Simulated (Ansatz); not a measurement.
Harmonic frequencies (cm⁻¹) at PBE0-D4/def2-TZVP from Ansatz: 46, 50, 93, 161, 211, 347, 361, 428, 538, 572, 671, 693, 721, 759, 802, 867, 877, 889, 897, 913, 944, 1277, 1452, 1454, 2107, 2135, 2140, 2157, 2193, 2620, 3053, 3136, 3141.

Each molecule was computed in one conformer, which needn't be the lowest.

(1) Which molecule is it?
A. `[BH2][GeH2][SiH2]C`
B. `BB(N)C[SiH3]`
C. `C[SiH2][BH][GeH3]`
D. `[BH2][GeH]([CH3])[SiH3]`

Results:

(1) C.
